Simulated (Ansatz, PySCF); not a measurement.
Input for PySCF:
```python
from pyscf import gto, scf, dft

mol = gto.M(
    atom='''
C     0.094435    0.098442    0.100706
H    -0.627209   -0.621425    0.624633
H     0.663992   -0.608499   -0.598808
H    -0.603395    0.639270   -0.630059
''',
    basis='sto-3g',
    charge=-1,
    spin=0,
    verbose=4,
)

mf = dft.RKS(mol)
mf.xc = 'wb97x'
mf.grids.atom_grid = (99, 590)
mf.grids.prune = None
mf.kernel()
```

**Question.** Convert this to an input for Ansatz (a first-principles code).

**Answer.** One answer among several that fit: 
Ansatz 0.2 input:
```yaml
crystal:
  periodic: [false, false, false]
  atoms:
    - {symbol: C, position_ang: [0.09443537, 0.09844229, 0.10070566]}
    - {symbol: H, position_ang: [-0.62720871, -0.62142525, 0.62463322]}
    - {symbol: H, position_ang: [0.66399153, -0.60849894, -0.59880803]}
    - {symbol: H, position_ang: [-0.60339501, 0.63927042, -0.63005917]}
basis:
  gaussian:
    orbitals: STO-3G
hamiltonian:
  xc: {name: wB97X}
total_charge: -1
accuracy: high
```

Both were run: PySCF gave -39.135891 Eh and Ansatz -39.135891 Eh, 0.000 mEh apart.
